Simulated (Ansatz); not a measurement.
Calculated with Ansatz (gas phase, PBE0-D4/def2-TZVP geometries, no zero-point term in ΔE). CCSD(T)/CBS is the MP2 limit (def2-TZVPP, def2-QZVPP) plus CCSD(T) − MP2 in def2-TZVPP, frozen cores. This one scheme is used for every species. Functionals use def2-TZVPP. def2 core potentials past Kr. For Sn outer-core shells are correlated without core-valence functions, which leaves a few kJ/mol of doubt a bond. Each species was taken in one conformer, which may not be the lowest.

Reaction (cleavage of the B–Sn bond): `[CH3][SnH2][BH][SiH3]` + `N[SiH3]` → `[SiH3]BN[SiH3]` + `[CH3][SnH3]`

```csv
species,r2SCAN-D4 energy (Eh)
`[CH3][SnH2][BH][SiH3]`,-572.13555
`N[SiH3]`,-347.24022
`[SiH3]BN[SiH3]`,-663.37601
`[CH3][SnH3]`,-256.05502
```

Q: Work out ΔE.

A: ΔE = (-663.37601) + (-256.05502) − (-572.13555) − (-347.24022) = -0.05526 Eh = -145.1 kJ/mol. CCSD(T)/CBS gives -136.9 kJ/mol.

Largest T1 diagnostic among the species: 0.014.
